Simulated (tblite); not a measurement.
Input of a run (GFN2-xTB geometry optimisation, gas phase (tblite 0.8.0)), started from a force field or distance geometry:
```
{"job": {"kind": "relax", "xc": "GFN2-xTB", "basis": "xTB"}, "charge": 0, "multiplicity": 1}
O     -4.294700     0.807400     0.867300
C     -3.580800     0.335600     0.007900
Si    -1.806700     0.831500    -0.058200
C     -0.755700    -0.483000    -0.828600
Si     0.168600    -1.491700     0.433500
Si     2.009900    -0.494300     1.191200
Si     2.882600     0.966400    -0.234000
H     -3.998000    -0.383500    -0.668400
H     -1.280200     1.330400     1.222000
H     -1.783300     1.982600    -0.999900
H     -0.101400    -0.018000    -1.572400
H     -1.458400    -1.187600    -1.344500
H      0.639500    -2.709900    -0.251500
H     -0.651300    -1.916100     1.554000
H      3.022400    -1.549700     1.385000
H      1.768800     0.109400     2.533700
H      2.334300     0.790500    -1.574400
H      4.328400     0.769300    -0.252000
H      2.546100     2.319900     0.261600
```

Output (eV, eV/Å):
```
step      E/eV     max force
  0    -579.11659    2.168
  1    -579.28591    1.672
  2    -579.34948    1.445
  3    -579.39729    0.574
  4    -579.45425    0.904
  5    -579.50269    1.000
  6    -579.53415    0.505
  7    -579.55348    0.308
  8    -579.57214    0.481
  9    -579.58999    0.582
 10    -579.60327    0.361
 11    -579.60903    0.165
 12    -579.61220    0.250
 13    -579.61536    0.301
 14    -579.61849    0.237
 15    -579.62104    0.115
 16    -579.62285    0.124
 17    -579.62413    0.123
 18    -579.62510    0.103
 19    -579.62581    0.061
 20    -579.62629    0.074
 21    -579.62671    0.058
 22    -579.62716    0.057
 23    -579.62768    0.072
 24    -579.62828    0.084
 25    -579.62892    0.080
 26    -579.62951    0.063
 27    -579.62994    0.046
 28    -579.63022    0.042
 29    -579.63043    0.048
 30    -579.63071    0.045
 31    -579.63116    0.065
 32    -579.63176    0.066
 33    -579.63237    0.063
 34    -579.63282    0.053
 35    -579.63313    0.046
 36    -579.63343    0.053
 37    -579.63376    0.045
 38    -579.63410    0.049
 39    -579.63446    0.064
 40    -579.63486    0.060
 41    -579.63528    0.059
 42    -579.63564    0.049
 43    -579.63595    0.049
 44    -579.63632    0.053
 45    -579.63687    0.079
 46    -579.63764    0.101
 47    -579.63847    0.095
 48    -579.63928    0.078
 49    -579.64019    0.091
 50    -579.64133    0.109
 51    -579.64265    0.160
 52    -579.64387    0.143
 53    -579.64526    0.317
 54    -579.64714    0.183
 55    -579.65020    0.162
 56    -579.65238    0.112
 57    -579.65466    0.261
 58    -579.65488    0.376
 59    -579.65761    0.153
 60    -579.65957    0.212
 61    -579.66283    0.369
 62    -579.66432    0.087
 63    -579.66579    0.229
 64    -579.66686    0.137
 65    -579.66808    0.065
 66    -579.66968    0.077
 67    -579.67162    0.163
 68    -579.67120    0.454
 69    -579.67348    0.053
 70    -579.67404    0.057
 71    -579.67528    0.093
 72    -579.67616    0.152
 73    -579.67803    0.225
 74    -579.67961    0.221
 75    -579.68111    0.142
 76    -579.68235    0.102
 77    -579.68350    0.128
 78    -579.68411    0.255
 79    -579.68497    0.194
 80    -579.68574    0.065
 81    -579.68661    0.061
 82    -579.68911    0.103
 83    -579.69117    0.171
 84    -579.69259    0.066
 85    -579.69319    0.087
 86    -579.69360    0.057
 87    -579.69399    0.057
 88    -579.69523    0.113
 89    -579.69621    0.131
 90    -579.69710    0.109
 91    -579.69757    0.096
 92    -579.69792    0.044
 93    -579.69818    0.151
 94    -579.69864    0.049
 95    -579.69911    0.045
 96    -579.69997    0.129
 97    -579.70043    0.061
 98    -579.70105    0.053
 99    -579.70177    0.148
100    -579.70207    0.074
101    -579.70239    0.053
102    -579.70321    0.129
103    -579.70401    0.134
104    -579.70578    0.090
105    -579.70673    0.061
106    -579.70686    0.173
107    -579.70772    0.086
108    -579.70816    0.053
109    -579.70932    0.151
110    -579.71007    0.219
111    -579.71143    0.227
112    -579.71251    0.211
113    -579.71348    0.122
114    -579.71416    0.109
115    -579.71539    0.081
116    -579.70973    0.526
117    -579.71708    0.070
118    -579.71801    0.054
119    -579.71836    0.293
120    -579.72056    0.053
121    -579.72125    0.067
122    -579.72266    0.261
123    -579.72447    0.116
124    -579.72641    0.082
125    -579.73147    0.138
126    -579.73344    0.325
127    -579.73539    0.248
128    -579.73778    0.199
129    -579.74145    0.204
130    -579.74469    0.194
131    -579.74826    0.203
132    -579.75148    0.255
133    -579.75542    0.151
134    -579.75937    0.209
135    -579.76321    0.166
136    -579.76630    0.214
137    -579.76852    0.104
138    -579.77013    0.101
139    -579.77213    0.101
140    -579.77442    0.121
141    -579.77678    0.132
142    -579.77857    0.122
143    -579.77990    0.148
144    -579.78099    0.132
145    -579.78219    0.139
146    -579.78346    0.095
147    -579.78479    0.132
148    -579.78621    0.105
149    -579.78748    0.093
150    -579.78830    0.078
151    -579.78886    0.087
152    -579.78936    0.055
153    -579.78985    0.076
154    -579.79032    0.050
155    -579.79077    0.060
156    -579.79130    0.076
157    -579.79189    0.074
158    -579.79243    0.049
159    -579.79283    0.036
160    -579.79310    0.048
161    -579.79329    0.042
162    -579.79348    0.049
163    -579.79371    0.039
164    -579.79391    0.038
165    -579.79407    0.031
166    -579.79421    0.030
167    -579.79434    0.034
168    -579.79451    0.038
169    -579.79471    0.046
170    -579.79490    0.041
171    -579.79509    0.036
172    -579.79529    0.031
173    -579.79554    0.040
174    -579.79578    0.044
175    -579.79594    0.025
176    -579.79602    0.021
177    -579.79608    0.019
178    -579.79615    0.024
179    -579.79623    0.021
180    -579.79631    0.024
181    -579.79639    0.026
182    -579.79648    0.028
183    -579.79659    0.034
184    -579.79672    0.029
185    -579.79684    0.026
186    -579.79695    0.028
187    -579.79706    0.021
188    -579.79718    0.021
189    -579.79735    0.023
190    -579.79755    0.032
191    -579.79774    0.031
192    -579.79789    0.023
193    -579.79799    0.020
194    -579.79805    0.017
195    -579.79811    0.014
196    -579.79815    0.016
197    -579.79819    0.015
198    -579.79823    0.014
199    -579.79828    0.017
200    -579.79835    0.020
201    -579.79843    0.025
202    -579.79850    0.024
203    -579.79857    0.020
204    -579.79865    0.018
205    -579.79872    0.017
206    -579.79878    0.021
207    -579.79882    0.018
208    -579.79887    0.017
209    -579.79893    0.021
210    -579.79899    0.030
211    -579.79905    0.028
212    -579.79910    0.018
213    -579.79915    0.015
214    -579.79919    0.015
215    -579.79923    0.021
216    -579.79928    0.027
217    -579.79935    0.028
218    -579.79945    0.027
219    -579.79958    0.031
220    -579.79972    0.024
221    -579.79985    0.026
222    -579.79996    0.028
223    -579.80007    0.030
224    -579.80019    0.029
225    -579.80034    0.038
226    -579.80053    0.040
227    -579.80078    0.040
228    -579.80113    0.053
229    -579.80163    0.070
230    -579.80242    0.093
231    -579.80384    0.155
232    -579.80421    0.156
233    -579.80696    0.188
234    -579.80624    0.555
235    -579.81278    0.110
236    -579.81457    0.154
237    -579.81750    0.150
238    -579.82005    0.420
239    -579.82210    0.125
240    -579.82483    0.132
241    -579.82721    0.274
242    -579.83017    0.175
243    -579.83407    0.144
244    -579.83671    0.172
245    -579.84004    0.126
246    -579.84351    0.212
247    -579.84525    0.162
248    -579.84700    0.117
249    -579.84879    0.195
250    -579.85032    0.115
251    -579.85177    0.088
252    -579.85249    0.073
253    -579.85315    0.060
254    -579.85370    0.063
255    -579.85417    0.059
256    -579.85447    0.035
257    -579.85467    0.031
258    -579.85482    0.026
259    -579.85494    0.021
260    -579.85501    0.018
261    -579.85505    0.012
262    -579.85508    0.019
263    -579.85511    0.023
264    -579.85515    0.022
265    -579.85519    0.017
266    -579.85523    0.017
267    -579.85527    0.019
268    -579.85530    0.015
269    -579.85533    0.011
270    -579.85535    0.015
271    -579.85537    0.017
272    -579.85540    0.013
273    -579.85542    0.012
274    -579.85544    0.013
275    -579.85547    0.013
276    -579.85549    0.010
```

Task: Summarise the run.

Result: The energy falls by 0.739 eV over 276 L-BFGS steps, the largest force on an atom goes from 2.17 to 0.010 eV/Å, and the atoms move by 1.703 Å rms after alignment. The bond that changes most is Si6–Si7 (SiH2 silicon to SiH3 silicon), which lengthens by 0.096 Å. Bonds longer at the end by more than 0.005 Å: 10 of 18; shorter: 4. Among the angles that change most is C2–Si3–H9, from 113.9° to 105.2°. Among the dihedrals that turn most is H8–C2–Si3–C4, from -25° to -179°. The energy rose by more than 1e-5 eV at steps 68, 116 and 234. The first step brought 23 % of the lowering.

Task: What are the final bond lengths?

Result: O1=C2 1.208 Å, C2–Si3 1.917 Å, Si3–C4 1.886 Å, C4–Si5 1.930 Å, Si5–Si6 2.313 Å, Si6–Si7 2.315 Å, C2–H8 1.111 Å, Si3–H9 1.467 Å, Si3–H10 1.468 Å, C4–H11 1.092 Å, C4–H12 1.090 Å, Si5–H13 1.479 Å, Si5–H14 1.469 Å, Si6–H15 1.482 Å, Si6–H16 1.468 Å, Si7–H17 1.471 Å, Si7–H18 1.466 Å, Si7–H19 1.468 Å. Numbering counts from 1 in the input's order; the species is `O=C[SiH2]C[SiH2][SiH2][SiH3]`.

The run took 4.8 s on one thread of an Arm Neoverse N1, on a shared host.

GFN2-xTB frequencies show an imaginary mode (42i cm⁻¹), so the point is no minimum at that level. 3 starts were optimised and ended at 0.00, 4.60 and 5.56 kcal/mol (GFN2-xTB); the lowest of these is shown.

These are computed values.
